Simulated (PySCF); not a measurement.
Orbital picture of CaCl⁺

ωB97X at R = 2.326 Å; PySCF, spin-free X2C with a Gaussian nucleus, basis sets Ca x2c-SVPall, Cl x2c-SVPall. State: ¹Σ⁺ (singlet), closed shell. Only the outer orbitals are listed, counted within each symmetry.

```csv
orbital,occ.,ε (eV),on Ca (%),main shells (%)
7σ,2,-59.88,100,100 Ca s
3π,2,-39.52,100,100 Ca p
3π,2,-39.52,100,100 Ca p
8σ,2,-39.52,98,98 Ca p
9σ,2,-28.51,5,94 Cl s
10σ,2,-15.84,12,87 Cl p
4π,2,-15.25,10,90 Cl p
4π,2,-15.25,10,90 Cl p
11σ,0,-5.25,99,"85 Ca s, 8 Ca p"
1δ,0,-3.56,100,100 Ca d
1δ,0,-3.56,100,100 Ca d
```

Question: Which are the highest filled and the lowest empty level, where do they sit, and how wide is the gap?

Answer: Highest filled 4π at -15.25 eV (in %: 90 Cl p); lowest empty 11σ at -5.25 eV (in %: 85 Ca s, 8 Ca p); the gap at ωB97X is 10.00 eV.

- bond order (Mayer): 1.22
- ⟨S²⟩: 0.000
- charge on Ca (Mulliken, basis-dependent): 1.32
- charge on Ca (Löwdin, basis-dependent): 1.00
- dipole moment (positive dipole points towards Cl; it is taken about the centre of mass and depends on that origin): -11.04 D
